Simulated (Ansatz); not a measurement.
The cluster Mn3. Charge 0, multiplicity 14. Geometry PBE-D4/def2-TZVP, that of the charge +1 multiplicity 13; atoms count from 1.

```xyz
3

Mn   -0.585   -1.214   -0.567
Mn   -0.861    1.123    0.370
Mn    1.446    0.091    0.197
```

The charge 0 multiplicity 14 is spin-contaminated (final ⟨S²⟩ up to 49.70, 48.75 for a pure state). The structure comes from a short search, and lower isomers may exist.

**Question.** Estimate the Mulliken populations from the PBE0/def2-TZVP orbitals of Ansatz.

**Answer.** 
| atom | charge (e) | spin (α − β) | d electrons |
| --- | --- | --- | --- |
| Mn1 | -0.06 | 4.55 | 5.44 |
| Mn2 | -0.07 | 4.58 | 5.43 |
| Mn3 | 0.13 | 3.87 | 5.56 |
Mulliken values depend strongly on the basis.

**Question.** Where does the spin sit?

**Answer.** Summed by element: Mn 13.00, of 13 unpaired in all. Largest on single atoms: Mn2 4.58, Mn1 4.55, Mn3 3.87.

**Question.** And the Mayer bond orders between heavy atoms (over 0.3)?

**Answer.** Mn1–Mn2 0.80 (2.53 Å); Mn1–Mn3 1.01 (2.53 Å); Mn2–Mn3 0.99 (2.53 Å).
